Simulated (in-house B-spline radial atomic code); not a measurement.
Inner levels of ruthenium as electrons are removed. A shift is the extra binding of the orbital against the neutral atom ([Kr] 4d7 5s1). The density at the nucleus is averaged over the nuclear charge. Computed with a B-spline radial code for spherical atoms: Dirac-Hartree-Fock, average of the configuration, finite nuclei.

```
  ion  configuration  shift of 2s1/2 (eV)  shift of 1s1/2 (eV)  shift of 2p1/2 (eV)  radius of 2s1/2 (bohr)  radius of 1s1/2 (bohr)  radius of 2p1/2 (bohr)  Σ<r²> (bohr²)  change of density at nucleus (bohr⁻³)
Ru22+       [Ar] 3d4               828.36               843.44               832.29                 0.14421                0.033428                 0.12288         1.9748                                 70.855
Ru23+       [Ar] 3d3               909.61               926.31               914.12                 0.14406                0.033429                 0.12273         1.8024                                 135.69
Ru24+       [Ar] 3d2               992.97              1011.58               998.13                  0.1439                 0.03343                 0.12257         1.6397                                 203.24
Ru25+       [Ar] 3d1              1078.42              1099.24              1084.31                 0.14373                0.033431                  0.1224         1.4861                                 273.53
Ru26+   [Ne] 3s2 3p6              1165.93              1189.29              1172.64                 0.14354                0.033432                 0.12222         1.3408                                 346.56
Ru27+   [Ne] 3s2 3p5              1248.55              1283.82              1256.67                 0.14334                0.033427                 0.12221          1.177                                 424.46
Ru28+   [Ne] 3s2 3p4              1332.52               1380.2              1342.14                 0.14313                0.033422                 0.12203         1.0189                                 504.31
Ru29+   [Ne] 3s2 3p3              1417.82              1478.44              1429.02                 0.14291                0.033417                 0.12184        0.86627                                 586.14
Ru30+   [Ne] 3s2 3p2                    ?                    ?                    ?                       ?                       ?                       ?              ?                                      ?
Ru31+   [Ne] 3s2 3p1                    ?                    ?                    ?                       ?                       ?                       ?              ?                                      ?
Ru32+       [Ne] 3s2              1681.67              1784.26              1698.08                 0.14222                  0.0334                 0.12124        0.43923                                 843.42
Ru33+       [Ne] 3s1                    ?                    ?                    ?                       ?                       ?                       ?              ?                                      ?
Ru34+   [He] 2s2 2p6              1852.03              1984.45              1877.32                 0.14209                0.033396                 0.12088        0.16228                               -1757.39
Ru35+   [He] 2s2 2p5              2014.11              2234.31              2066.77                 0.14105                0.033367                 0.11963        0.14088                               -1521.22
```

Fill in the row of Ru30+.

shift of 2s1/2 (eV): 1504.45; shift of 1s1/2 (eV): 1578.53; shift of 2p1/2 (eV): 1517.3; radius of 2s1/2 (bohr): 0.14269; radius of 1s1/2 (bohr): 0.033412; radius of 2p1/2 (bohr): 0.12165; Σ<r²> (bohr²): 0.71895; change of density at nucleus (bohr⁻³): 669.93.

Fill in the row of Ru31+.

shift of 2s1/2 (eV): 1592.4; shift of 1s1/2 (eV): 1680.47; shift of 2p1/2 (eV): 1606.99; radius of 2s1/2 (bohr): 0.14246; radius of 1s1/2 (bohr): 0.033406; radius of 2p1/2 (bohr): 0.12145; Σ<r²> (bohr²): 0.57668; change of density at nucleus (bohr⁻³): 755.7.

Fill in the row of Ru33+.

shift of 2s1/2 (eV): 1766.34; shift of 1s1/2 (eV): 1883.62; shift of 2p1/2 (eV): 1787.12; radius of 2s1/2 (bohr): 0.14222; radius of 1s1/2 (bohr): 0.033398; radius of 2p1/2 (bohr): 0.12106; Σ<r²> (bohr²): 0.29877; change of density at nucleus (bohr⁻³): -433.77.
